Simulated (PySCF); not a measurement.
C3H5, multiplicity 2. Atoms are numbered in the order given.

```xyz
8

C     -0.3170     1.3066     0.0000
C      0.3885     0.2089     0.0000
C     -0.1532    -1.1853     0.0000
H     -0.1390     2.3712     0.0000
H      1.4809     0.3002     0.0000
H      0.1959    -1.7340     0.8795
H     -1.2431    -1.1848     0.0000
H      0.1959    -1.7340    -0.8795
```
Charge 0, spin multiplicity 2.

Coordinates come from a PBE0-D3(BJ)/def2-TZVP optimisation. The isomer is the one that the SMILES or the coordinates give; other isomers of the formula were not compared.

These are PySCF with PBE/def2-TZVPD values and carry that method's errors.

Mulliken values depend strongly on the basis, most of all with diffuse functions as here. ESP charges are fitted to the potential on shells at 1.4 to 2.0 van der Waals radii. Atomic charges (e):

| atom | ESP fit | Mulliken | meta-Löwdin | Mulliken spin |
|---|---|---|---|---|
| C1 | -0.33 | -0.52 | -0.18 | 0.99 |
| C2 | 0.04 | 0.15 | -0.12 | -0.15 |
| C3 | -0.41 | -0.67 | -0.35 | 0.08 |
| H4 | 0.19 | 0.17 | 0.14 | 0.04 |
| H5 | 0.10 | 0.24 | 0.13 | 0.07 |
| H6 | 0.13 | 0.21 | 0.13 | -0.01 |
| H7 | 0.16 | 0.22 | 0.13 | -0.02 |
| H8 | 0.13 | 0.21 | 0.13 | -0.01 |
